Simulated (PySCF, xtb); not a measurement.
B(H)(I)(OMe) (CH4BIO), SMILES COBI. One conformer was computed; it need not be the lowest.

Harmonic wavenumbers (cm⁻¹) from GFN2-xTB (xtb 6.7.1) at its own minimum, in rising order: 128, 170, 186, 299, 705, 752, 983, 1072, 1130, 1144, 1346, 1419, 1463, 1467, 2572, 2964, 2982, 2990.

Problem. What does PySCF 2.14.0 with PBE0-D3(BJ)/def2-SVP give at its own minimum? (An estimate is asked for; the answer gives what the named calculation found.)

Solution. 133, 150, 203, 288, 669, 817, 1017, 1092, 1184, 1184, 1401, 1467, 1473, 1502, 2635, 3054, 3160, 3169. Paired by order, the mean absolute difference is 53 cm⁻¹ and the zero-point energies are 34.0 and 35.2 kcal/mol.
